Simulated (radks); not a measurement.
The numbers below are computed, except where a source is named.
Problem. Ionisation of I2+, [Kr] 4d10 5s2 5p3, to I3+, [Kr] 4d10 5s2 5p2, under several functionals. Scalar-relativistic Kohn-Sham, spin-polarised, spherical densities, finite nucleus; open shells are filled with parallel spins first (spin-orbit coupling, left out, can overturn this in heavy ions); a radial shooting solver on a logarithmic mesh with Libxc functionals. The NIST Atomic Spectra Database gives 29.57 eV (measured). Rank these functionals by the error of their Delta-SCF ionisation energy: LDA (Slater exchange, Perdew-Wang correlation); PBEsol; exchange-only PBE; revPBE; OLYP; exchange-only r2SCAN; RPBE; HCTH/407; r2SCAN.

Solution. From best to worst: exchange-only PBE 29.420 eV (-0.150); exchange-only r2SCAN 29.975 eV (+0.405); OLYP 30.229 eV (+0.659); RPBE 30.246 eV (+0.676); revPBE 30.247 eV (+0.677); PBEsol 30.308 eV (+0.738); LDA (Slater exchange, Perdew-Wang correlation) 30.377 eV (+0.807); HCTH/407 30.635 eV (+1.065); r2SCAN 30.731 eV (+1.161). Open shells are spherical and high-spin; term and fine-structure splittings are not resolved. Spin-orbit splitting is averaged out at the scalar-relativistic level.
